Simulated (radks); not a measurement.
Neutral krypton inside a hard spherical wall (all orbitals vanish at R), configuration held at [Kr] and not refilled when levels cross. Method: non-relativistic Kohn-Sham, LDA (Slater exchange, Perdew-Wang correlation), spin-unpolarised, spherical densities, point nucleus; computed with a radial shooting solver on a logarithmic mesh with Libxc functionals. Eigenvalues in eV, with the zero of energy where the potential of the charges vanishes at infinity; a dash marks a level that is unbound or too diffuse for the functional's potential to be trusted. A positive occupied level is held by the wall or, in an anion where self-interaction has pushed it up, behind a barrier. The pressure on the wall is -dE/dV.

R (bohr)  E (hartree)  kinetic (hartree)    e(3p)    e(3d)    e(4s)   e(4p)  e(5s, empty)  e(5p, empty)  pressure (GPa)
free      -2750.13331           2747.811  -192.83  -83.646  -22.326  -9.422        -0.376             -               0
20        -2750.13331           2747.811  -192.83  -83.646  -22.326  -9.422        -0.367         0.486        < 0.0001
15        -2750.13331           2747.811  -192.83  -83.646  -22.326  -9.422        -0.323         0.785        < 0.0001
10        -2750.13330           2747.811  -192.83  -83.645  -22.325  -9.421         0.041         1.827        0.000341
8         -2750.13306           2747.814  -192.81  -83.625  -22.309  -9.406         0.767         3.269          0.0152
4         -2749.92192           2749.081  -188.42  -79.255  -19.046  -5.860        19.275        27.862            54.6
2         -2739.91703           2783.760  -141.58  -32.860   32.630  53.412        210.23        229.76           13500
